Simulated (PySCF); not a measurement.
H9NSi3, SMILES [SiH3][SiH2]N[SiH3].

The structure is a stationary point at PBE0-D3(BJ)/def2-SVP. One conformer was computed; it need not be the lowest.

Two levels are set side by side: TDA-PBE/def2-SVPD (PySCF) and TDA-PBE0/def2-SVPD (PySCF). Vertical, same geometry. The lowest singlet is HOMO→LUMO 99 % with PBE and HOMO→LUMO 98 % with the other functional; states are paired by order. Differences are taken from unrounded values.

```csv
quantity,TDA-PBE
lowest singlet excitation (eV),5.06
lowest triplet excitation (TDA) (eV),4.80
```

### Question
These are the TDA-PBE values. What does TDA-PBE0 give? (The exact figures need the calculation; the answer reports its results.)

### Answer

```
quantity                              TDA-PBE0  TDA-PBE minus TDA-PBE0
------------------------------------  --------  ----------------------
lowest singlet excitation (eV)            5.74                   -0.67
lowest triplet excitation (TDA) (eV)      5.40                   -0.60
```

Functionals without exact exchange tend to place singlet excitations lower, as here. Differences between two approximate levels are no errors against the true value.

Rough cost on one machine, each run with all the roots and properties that it gave: TDA-PBE0 against TDA-PBE about 2 times.
